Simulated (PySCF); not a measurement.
# Polarisability and C₆ of Al (aluminium, neutral)

[Ne] 3s2 3p1, 2P determinant. Computed with PySCF 2.14 in aug-cc-pwCVDZ, with no relativity, point nucleus. Coupled (time-dependent) response in atomic units; α is the mean over directions. A double-zeta set is small for polarisabilities.

```csv
method,mean α (bohr³),"α xx, yy, zz",C₆ (like pair),S(−4)
UHF,60.21,"51.03, 78.57, 51.03",551.2,1787
PBE,63.52,"51.61, 87.34, 51.61",574.2,2346
PBE0,61.36,"50.91, 82.26, 50.91",554.6,2028
revPBE,64.02,"52.05, 87.97, 52.05",582.7,2361
r2SCAN0,59.69,"50.65, 77.77, 50.65",552.6,1699
```

S(−4) is the Cauchy moment in α(ω) = α(0) + S(−4) ω² + …

Reference α: 57.8 ± 1 bohr³ (recommended; Schwerdtfeger and Nagle, table of static dipole polarizabilities (2023 update)). Published C₆: 528.0 (Chu and Dalgarno (2004); Tang, Norbeck and Certain (1976)).

α(iu) at r2SCAN0:

```csv
u (hartree),α(iu) (bohr³)
0,59.69
0.0500,55.82
0.100,47.33
0.200,30.70
0.300,19.89
0.500,9.602
0.750,4.909
1.00,2.990
1.50,1.500
2.00,0.9409
3.00,0.5095
5.00,0.2449
```

A single London oscillator, α(iu) = α/(1 + u²/ω²), gives C₆ = (3/4) ω α². Matching the computed C₆ needs ω = 4 × 552.6 / (3 × 59.69²) = 0.207 hartree.

The components differ because the open shell of this determinant is not spherical; for a pure term their mean is the scalar polarisability.
